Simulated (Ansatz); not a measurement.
The cluster Ge₂Te₃. Total charge 0; singlet. Geometry B3LYP-D4/def2-SVP.

```xyz
5

Ge    0.392   -0.385   -2.228
Ge   -0.709    1.543    1.543
Te    0.748   -2.070   -0.333
Te    0.051   -0.847    2.058
Te   -0.481    1.759   -1.040
```

In the def2 sets Te takes a core potential, while STO-3G treats all electrons; there is no spin–orbit coupling. Another isomer (singlet) lies 0.08 eV lower at PBE0-D4/def2-TZVP; other spin states weren't run for this one.

Task: Estimate the orbital energies around the gap (eV) in Ansatz with HF/STO-3G, PBE-D4/def2-TZVP, PBE0-D4/def2-SVP, PBE0-D4/def2-TZVP, BHLYP-D4/def2-TZVP.

Result: 
```csv
orbital,HF/STO-3G,PBE-D4/def2-TZVP,PBE0-D4/def2-SVP,PBE0-D4/def2-TZVP,BHLYP-D4/def2-TZVP
HOMO−9,-12.95,-11.86,-13.38,-13.29,-14.54
HOMO−8,-12.80,-11.39,-12.86,-12.77,-13.97
HOMO−7,-8.61,-8.10,-9.18,-9.09,-9.82
HOMO−6,-8.34,-7.48,-8.56,-8.46,-9.19
HOMO−5,-7.95,-7.09,-8.17,-8.14,-8.96
HOMO−4,-7.57,-7.07,-8.16,-8.09,-8.87
HOMO−3,-6.80,-6.13,-7.10,-7.05,-7.77
HOMO−2,-6.73,-6.09,-6.99,-6.99,-7.68
HOMO−1,-6.10,-5.70,-6.57,-6.54,-7.19
HOMO,-6.03,-5.59,-6.51,-6.45,-7.15
LUMO,3.23,-3.49,-2.96,-2.93,-2.18
LUMO+1,3.93,-3.25,-2.68,-2.61,-1.76
LUMO+2,4.53,-3.08,-2.47,-2.45,-1.64
LUMO+3,6.86,-1.93,-1.32,-1.28,-0.44
LUMO+4,7.27,-1.61,-0.85,-0.93,-0.13
LUMO+5,7.62,-1.31,-0.52,-0.63,0.15
```
